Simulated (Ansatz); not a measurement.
B(CCH)(Me)2 (C4H7B), SMILES C#CB(C)C.

Geometry optimised at B3LYP-D3(BJ)/def2-SVP.

Two levels are set side by side: PBE/def2-SVPD (Ansatz, a quantum-chemistry and plane-wave program) and CAM-B3LYP/def2-SVPD (Ansatz). Energy differences of separate SCF runs at the same geometry; the states with an electron removed or added have multiplicity 2 and 2. Differences are taken from unrounded values.

```tsv
quantity	CAM-B3LYP	PBE	PBE minus CAM-B3LYP
vertical ionisation energy (eV)	10.08	9.63	-0.45
vertical singlet–triplet gap (eV)	4.36	3.97	-0.39
```
